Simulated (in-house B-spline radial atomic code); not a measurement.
Radial electron density of Zr-, [Kr] 4d3 5s2. Method: scalar-relativistic (X2C) LC-wPBE, spin-polarised, spherical fractional occupations, exact exchange averaged over the configuration, Fermi nucleus of rms radius 4.2694 fm. Calculated with a radial B-spline atomic code at the basis-set limit.

One-electron X2C: radii and densities carry no picture-change correction, so inner-shell <1/r> comes out high (for 1s by about 2 % at Z = 33, 5 % at 54, 10 % at 75, 30 % at 118) and <r> low.

Columns: r (bohr), 4πr²n(r) (electrons per bohr), bar.

```
 0.00123    1.357 #
 0.00154    1.977 #
 0.00193    2.869 ##
 0.00242    4.137 ###
 0.00303      5.9 ####
 0.00379    8.308 ######
 0.00475    11.57 ########
 0.00594    15.78 ###########
 0.00744    21.09 ###############
 0.00932    27.41 ####################
  0.0117    34.46 #########################
  0.0146    41.24 ##############################
  0.0183    46.96 ##################################
  0.0229    50.16 ####################################
  0.0287    50.01 ####################################
   0.036    46.85 ##################################
  0.0451    43.07 ###############################
  0.0564    42.29 ##############################
  0.0707    47.09 ##################################
  0.0885    55.67 ########################################
   0.111    61.46 ############################################
   0.139    57.87 #########################################
   0.174    46.49 #################################
   0.218    37.62 ###########################
   0.273    39.18 ############################
   0.341    45.16 ################################
   0.428    42.78 ###############################
   0.536    29.58 #####################
   0.671    15.96 ###########
    0.84    9.989 #######
    1.05     9.39 #######
    1.32    8.353 ######
    1.65    5.596 ####
    2.07    2.985 ##
    2.59    1.616 #
    3.24    1.048 #
    4.06   0.7272 #
    5.08   0.4631 
    6.37   0.2497 
    7.97   0.1109 
    9.99  0.03969 
    12.5   0.0118 
    15.7 0.002751 
    19.6 0.0004994
```

On this grid the curve has 3 maxima, near 0.0229, 0.111, 0.341 bohr.

The 4d up radial function P(r) = rR(r), positive near the nucleus:

| r (bohr) | P |
| --- | --- |
| 0.0146 | 0.0008476 |
| 0.0229 | 0.002861 |
| 0.036 | 0.00923 |
| 0.0564 | 0.02721 |
| 0.0885 | 0.07118 |
| 0.139 | 0.1548 |
| 0.218 | 0.2543 |
| 0.341 | 0.2665 |
| 0.536 | 0.06292 |
| 0.84 | -0.3141 |
| 1.32 | -0.6131 |
| 2.07 | -0.614 |
| 3.24 | -0.4174 |
| 5.08 | -0.2067 |
| 7.97 | -0.06863 |
| 12.5 | -0.01243 |
| 19.6 | -0.0009753 |
